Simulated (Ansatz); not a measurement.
Frontier orbitals of `Cl[SiH2]C#C[SiH2]Cl`.

```xyz
10

Cl    0.550   -2.816    2.266
Si   -0.438   -2.325    0.542
C    -0.107   -0.581    0.140
C     0.106    0.581   -0.139
Si    0.437    2.326   -0.541
Cl   -0.528    2.808   -2.281
H    -1.888   -2.514    0.758
H     0.062   -3.185   -0.551
H     1.889    2.519   -0.736
H    -0.082    3.187    0.542
```

The species carries charge 0 and has multiplicity 1. Geometry: relaxed with PBE0-D4/def2-TZVP. Basis def2-TZVPP, Ansatz 0.2.0.

```
functional  HOMO (eV)  LUMO (eV)  gap (eV)
       PBE      -7.37      -2.49      4.88
      PBE0      -8.59      -1.63      6.96
   r2SCAN0      -8.78      -1.52      7.26
 CAM-B3LYP      -9.91      -0.50      9.41
   ωB97M-V     -10.77       0.35     11.12
```

A quarter of exact exchange (PBE0) shifts PBE's HOMO by −1.22 eV and its LUMO by +0.87 eV; full exchange at long range (ωB97M-V) shifts them by −3.40 and +2.84 eV. The gap opens from 4.88 to 11.12 eV, since occupied levels lose self-interaction and empty ones feel all the electrons. A positive LUMO is unbound and depends on the basis.
